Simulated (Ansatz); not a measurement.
`C[CH2][AlH][CH2]C` + `C=NB(F)Br` → `C=[N][AlH][CH2]C` + `CCB(F)Br`  (redistribution)

Calculated with Ansatz (gas phase, PBE0-D4/def2-TZVP geometries, no zero-point term in ΔE). CBS: MP2 limit from def2 TZ/QZ plus the TZ coupled-cluster correction, frozen cores. For Br outer-core shells are correlated without core-valence functions, which leaves a few kJ/mol of doubt a bond. Scalar relativity is left out up to krypton. One conformer a species, not always the lowest.

```json
{"species": "`C[CH2][AlH][CH2]C`", "CCSD/def2-SVP energy (Eh)": "-400.31596"}
{"species": "`C=NB(F)Br`", "CCSD/def2-SVP energy (Eh)": "-2790.44598"}
{"species": "`C=[N][AlH][CH2]C`", "CCSD/def2-SVP energy (Eh)": "-415.12562"}
{"species": "`CCB(F)Br`", "CCSD/def2-SVP energy (Eh)": "-2775.64774"}
```

Work out ΔE.

ΔE = (-415.12562) + (-2775.64774) − (-400.31596) − (-2790.44598) = -0.01142 Eh = -30.0 kJ/mol. CCSD(T)/CBS gives -34.7 kJ/mol.

Largest T1 diagnostic among the species: 0.012.

In def2-TZVPP, CCSD(T) changes the Hartree–Fock value by +7.2 kJ/mol (the triples alone add +1.3 kJ/mol) and MP2 by +7.0 kJ/mol. Leaving LDA and LC-ωPBE aside and taking each functional with its dispersion term where it has one, the values, not all of them listed here, spread over 12.3 kJ/mol, from B97M-V to revPBE-D4. LDA lies +3.8 kJ/mol from PBE without D4.
